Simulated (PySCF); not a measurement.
Method: PBE0 in PySCF with Hf def2-TZVP with ECP60, N def2-TZVP, Cl def2-TZVP; scalar-relativistic core potentials, no spin–orbit coupling; density-fitted integrals. Open shells, if any, are unrestricted.

Problem. What shape and geometry does isolated singlet ClHfN take (every ligand bound to Hf)?

Solution. Formally Hf is in oxidation state +4, d0. The polar-tensor charge on Hf, 1.31, is far below the formal one. The lowest minimum found is a singlet of Cs symmetry with Hf–Cl 2.380 Å, Hf–N 1.725 Å; Cl–Hf–N 108.8°. Its harmonic wavenumbers are 189 (a'), 353 (a'), 971 (a') cm⁻¹ and its dipole moment is 7.27 D.

This need not be the most stable arrangement of these atoms. With an element this heavy the missing spin–orbit coupling can shift these numbers.
